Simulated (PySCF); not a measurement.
## Heteronuclear NMR

Cartesian coordinates in Å; atom numbers follow the order of the lines, from 1:
```xyz
19

C     3.162   -0.042   -1.140
C     1.814   -0.028   -0.616
C     0.691   -0.008   -0.195
C    -0.647   -0.009    0.353
Si   -1.176    1.805    0.705
Si   -1.809   -0.962   -0.847
C    -0.622   -0.745    1.655
F    -1.839   -0.794    2.240
F     0.194   -0.196    2.577
F    -0.228   -2.031    1.548
H     3.443    0.955   -1.479
H     3.233   -0.734   -1.979
H     3.856   -0.358   -0.360
H    -2.524    1.782    1.270
H    -1.142    2.481   -0.590
H    -0.213    2.397    1.630
H    -3.151   -0.966   -0.270
H    -1.762   -0.222   -2.106
H    -1.290   -2.316   -1.017
```

Computed data (PySCF 2.14.0 with density-fitted response routines): structure optimised with GFN2-xTB, shielding tensors at PBE0/pcSseg-1 (GIAO). In vacuum, relativity neglected, one computed conformer, one averaged value for each set of equivalent atoms.

Q: Predict the $^{19}$F NMR data.

A: 
```
    atoms              environment  σ (ppm)  δ (ppm)
F8/F9/F10  fluorine of a CF3 group    242.0    -57.7
```

Shieldings were converted by a linear fit to measured shifts: $^{19}$F: δ = 146.13 − 0.903σ +14.6 on sp3 carbon (rms 6.0 ppm, 223 shifts, 7.0 ppm with the 5 outliers that the fit left out vs CFCl3, solution or neat liquid). A few per cent of atoms miss by over 2 rms, more outside the fitted compound classes.

On a 500 MHz spectrometer $^{19}$F resonates near 470.5 MHz, so 1 ppm is 470.5 Hz.

Q: Where does $^{29}$Si resonate?

A: 
```json
{"atoms": "Si5/Si6", "environment": "silicon bonded to C, 3 H", "σ (ppm)": "409.7", "δ (ppm)": "-56.8"}
```

Shieldings were converted by a linear fit to measured shifts: $^{29}$Si: δ = 279.94 − 0.822σ (rms 8.9 ppm, 72 shifts, 25.8 ppm with the 6 outliers that the fit left out vs TMS, solution or neat liquid). A few per cent of atoms miss by over 2 rms, more outside the fitted compound classes.

On a 400 MHz spectrometer $^{29}$Si resonates near 79.5 MHz, so 1 ppm is 79.5 Hz.
